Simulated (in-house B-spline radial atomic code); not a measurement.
A fraction x of an electron is removed from 4d in Ru II (Ru+), starting from [Kr] 4d7 and keeping the highest spin. Computed with a B-spline radial code for spherical atoms: scalar-relativistic (X2C) BHandHLYP, spin-polarised, spherical fractional occupations, Fermi nucleus of rms radius 4.4809 fm.

Caution: exact exchange at fractional occupations of open shells leaves self-interaction of up to several eV.

```json
{"x": "0", "E(x) - E(0) (eV)": "0.0000", "4d down level (eV)": "-10.348"}
{"x": "0.12", "E(x) - E(0) (eV)": "1.3056", "4d down level (eV)": "-11.416"}
{"x": "0.14", "E(x) - E(0) (eV)": "1.5357", "4d down level (eV)": "-11.596"}
{"x": "0.33", "E(x) - E(0) (eV)": "3.9039", "4d down level (eV)": "-13.341"}
{"x": "0.49", "E(x) - E(0) (eV)": "6.1590", "4d down level (eV)": "-14.854"}
{"x": "0.5", "E(x) - E(0) (eV)": "6.3080", "4d down level (eV)": "-14.950"}
{"x": "0.59", "E(x) - E(0) (eV)": "7.6926", "4d down level (eV)": "-15.819"}
{"x": "0.72", "E(x) - E(0) (eV)": "9.8317", "4d down level (eV)": "-17.095"}
{"x": "0.83", "E(x) - E(0) (eV)": "11.7724", "4d down level (eV)": "-18.193"}
{"x": "0.93", "E(x) - E(0) (eV)": "13.6423", "4d down level (eV)": "-19.206"}
{"x": "1", "E(x) - E(0) (eV)": "15.0118", "4d down level (eV)": "-19.923"}
```

The exact functional would give a straight line between the two integer points. Deviations E(x) - E(0) - x[E(1) - E(0)], in eV: -0.496 at x = 0.12, -0.566 at x = 0.14, -1.05 at x = 0.33, -1.197 at x = 0.49, -1.198 at x = 0.5, -1.164 at x = 0.59, -0.977 at x = 0.72, -0.687 at x = 0.83, -0.319 at x = 0.93.

The curve lies below the straight line by up to 1.198 eV (at x = 0.5): convex, the delocalisation error, to which spherically averaged exact exchange adds.

(1) How well does Slater's transition state (minus the level at half occupation) give the ionisation energy?

Answers

(1) It gives 14.950 eV against 15.012 eV from the two total energies; NIST lists 16.76 eV, ground level to ground level. The end point has an open shell averaged over its orbitals, so its exact exchange keeps a self-interaction and this is no true integer point.
